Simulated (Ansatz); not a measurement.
## A family of molecules: the HOMO–LUMO gap

Gas-phase molecules, one atom swapped for its congeners: C11H13ClTi `[CH3][Ti]12345678([Cl])([CH]9[CH]1[CH]2[CH]3[CH]94)[CH]1[CH]5[CH]6[CH]7[CH]18`; C11H13ClZr `[CH3][Zr]12345678([Cl])([CH]9[CH]1[CH]2[CH]3[CH]94)[CH]1[CH]5[CH]6[CH]7[CH]18`; C11H13ClHf `[CH3][Hf]12345678([Cl])([CH]9[CH]1[CH]2[CH]3[CH]94)[CH]1[CH]5[CH]6[CH]7[CH]18`. All are singlets with charge 0.

Shapes, held fixed at every level: PBE0-D4/def2-TZVP. Programs: Ansatz 0.2.0. Values in eV.

How should the HOMO–LUMO gap change along the series?

At wB97M-V/def2-TZVPP the HOMO–LUMO gap rises at every step, from 8.89 to 9.76 eV. Every level shows the same order. For atoms past krypton def2 sets carry core potentials with scalar relativity. Orbital gaps aren't excitation energies, and the LUMO depends on the basis.

```json
{"level": "SPW92/def2-TZVPP", "C11H13ClTi": "2.50", "C11H13ClZr": "3.50", "C11H13ClHf": "3.74"}
{"level": "PBE-D4/def2-TZVPP", "C11H13ClTi": "2.59", "C11H13ClZr": "3.58", "C11H13ClHf": "3.83"}
{"level": "B3LYP-D4/def2-TZVPP", "C11H13ClTi": "4.24", "C11H13ClZr": "5.07", "C11H13ClHf": "5.32"}
{"level": "PBE0-D4/def2-TZVPP", "C11H13ClTi": "4.70", "C11H13ClZr": "5.49", "C11H13ClHf": "5.74"}
{"level": "r2SCAN0-D4/def2-TZVPP", "C11H13ClTi": "4.91", "C11H13ClZr": "5.71", "C11H13ClHf": "5.98"}
{"level": "wB97M-V/def2-TZVPP", "C11H13ClTi": "8.89", "C11H13ClZr": "9.51", "C11H13ClHf": "9.76"}
```
